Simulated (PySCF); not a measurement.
These compounds are isomers of formula C₆H₉N₂P.

A. SMILES Cc1nn(C2CC2)cp1
B. `n1n(C)cpc1C1CC1`
C. SMILES CN(C)c1cnccp1

Spectrum 1. ¹H NMR (500 MHz, computed): δ 8.37 (m, 1H), 4.11 (s, 3H), 2.34 (m, 1H), 1.25 (m, 2H), 0.70 (m, 2H). ¹³C{¹H} NMR (computed): δ 193.9 (C), 163.8 (CH), 42.5 (CH3), 18.4 (CH2), 17.9 (CH).

Spectrum 2. ¹H NMR (500 MHz, computed): δ 8.02 (m, 1H), 4.31 (m, 1H), 2.83 (m, 3H), 1.04 (m, 2H), 0.95 (m, 2H). ¹³C{¹H} NMR (computed): δ 180.5 (C), 154.8 (CH), 36.7 (CH), 20.9 (CH3), 11.0 (CH2).

Spectrum 3. ¹H NMR (500 MHz, computed): δ 8.84 (m, 1H), 8.57 (m, 1H), 8.54 (m, 1H), 3.29 (s, 6H). ¹³C{¹H} NMR (computed): δ 173.5 (C), 152.6 (CH), 145.6 (CH), 136.7 (CH), 44.2 (CH3).

Method: coordinates at the GFN2-xTB level, shielding tensors at PBE0/pcSseg-1 (GIAO), in PySCF 2.14 (non-relativistic Hamiltonian, averaged over atoms made equivalent by symmetry, fast rotation or ring inversion, one conformer, no solvent model).

Chemical shifts δ = σref − σ; ¹H and ¹³C against TMS, all at this level. Splittings of carbon signals by F and P are missing where no couplings were computed. Where no couplings were computed, multiplicities follow the n + 1 count of equivalent neighbours, and m marks all less simple cases (inequivalent or close neighbours, rings, F or P nearby). Shifts are as computed. Against solution values, carbons near 30 ppm lie about +3 ppm off and those near 130 ppm about +5 ppm. Of 1211 compounds with measured shifts, 218 miss one by over three times the rms of a fit or turn the order of signals round; such compounds aren't used in these exercises.

Problem. Which spectrum belongs to which compound?

Solution. 1–B, 2–A, 3–C.

- Spectrum 1 (B): 5 ¹³C signals; δC 163.8 is an aromatic CH next to a ring nitrogen; δC 42.5 is a methyl carbon bonded to N.
- Spectrum 2 (A): 5 ¹³C signals; δC 154.8 is an aromatic CH next to a ring nitrogen; δC 36.7 is a three-membered-ring carbon.
- Spectrum 3 (C): 5 ¹³C signals; δC 173.5 is an aromatic carbon bearing nitrogen; δC 145.6 is an aromatic CH next to a ring nitrogen.
